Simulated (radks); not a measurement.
Task: The mean radii <r> (bohr) of the occupied orbitals of an atom or ion are listed with their occupations. Calculated with a radial shooting solver on a logarithmic mesh with Libxc functionals: Dirac Kohn-Sham, BLYP, spin-unpolarised, spherical densities, finite nucleus; Fermi nuclear charge, rms radius of each element as measured or else 0.836 A^(1/3) + 0.57 fm.

| orbital | occ. | <r> |
|---|---|---|
| 1s1/2 | 2 | 0.03343 |
| 2s1/2 | 2 | 0.1453 |
| 2p1/2 | 2 | 0.1236 |
| 2p3/2 | 4 | 0.1284 |
| 3s1/2 | 2 | 0.4026 |
| 3p1/2 | 2 | 0.3958 |
| 3p3/2 | 4 | 0.4064 |
| 3d3/2 | 4 | 0.3822 |
| 3d5/2 | 6 | 0.3857 |
| 4s1/2 | 2 | 1.019 |
| 4p1/2 | 2 | 1.107 |
| 4p3/2 | 4 | 1.139 |
| 4d3/2 | 4 | 1.640 |
| 4d5/2 | 3 | 1.663 |

Name the element and its charge. Open shells, if any, fill j = l - 1/2 first.

Result: Z = 44, ruthenium, charge +1: Ru+ in [Kr] 4d7. The 1s radius gives Z: for a bare nucleus <r> = (2 gamma + 1)/(2Z) with gamma = sqrt(1 - (Z/c)^2), 0.03289 bohr for Z = 44, and screening makes it slightly larger (0.03343 here). The occupations add up to 43, and the charge is Z minus that.
